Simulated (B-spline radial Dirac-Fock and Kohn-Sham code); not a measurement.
## Anomalous scattering factors of Al, 15 keV to 79.37 keV

Model: the dispersion relation over Dirac-Hartree-Slater subshell photoionisation cross sections, with the Kissel-Pratt high-energy constant (isolated atom, no bound-bound lines or fine structure). Program: an atomic code on a B-spline grid. The forward scattering factor is f₀ + f′ + i f″.

No edge lies in or near this range.

```
hν (eV)   λ (Å)  f′ (e)  f″ (e)  tabulated f′  tabulated f″
  15000  0.8266   0.087   0.072          0.09          0.07
17479.3  0.7093   0.067   0.053          0.07          0.05
22162.9  0.5594   0.042   0.032          0.04          0.03
  22290  0.5562   0.042   0.032          0.04          0.03
24209.8  0.5121   0.035   0.027          0.03          0.03
  30000  0.4133       ?       ?             ?             ?
  30020  0.4130   0.021   0.017          0.02          0.02
  37800  0.3280   0.010   0.010          0.01          0.01
  40000  0.3100   0.008   0.009          0.01          0.01
  46850  0.2646   0.003   0.006          0.00          0.01
  63720  0.1946  -0.003   0.003          0.00          0.00
  79370  0.1562  -0.006   0.002         -0.01          0.00
```

Question: What are f′ and f″ at 30000 eV?

Answer: f′ = 0.021 and f″ = 0.017 electrons (tables: 0.02 and 0.02). By the optical theorem f″ corresponds to a photoabsorption cross section 2 rₑ λ f″ = 39.1 b.

Tabulated f′: xraylib 4.2 anomalous scattering factors (Cullen et al., EPDL97); f″: Chantler's tables (J. Phys. Chem. Ref. Data 1995 and 2000). Both are theoretical tables.

Values without a named source are computed, but for edge energies of neutral atoms, which are taken from tables.
